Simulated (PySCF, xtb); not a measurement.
iminoborane (BH2N), SMILES B=N.

xtb with GFN2-xTB at its own geometry gives an orbital gap of 7.22 eV and a dipole moment of 0.04 D.

Coordinates come from a B3LYP-D3(BJ)/def2-TZVPD optimisation.

Question: What does HF/def2-TZVPD in PySCF give? (Estimate from the structure and the level; the computed values follow.)

Answer: gap 13.01 eV (levels -11.68 and 1.33 eV), dipole 0.45 D.
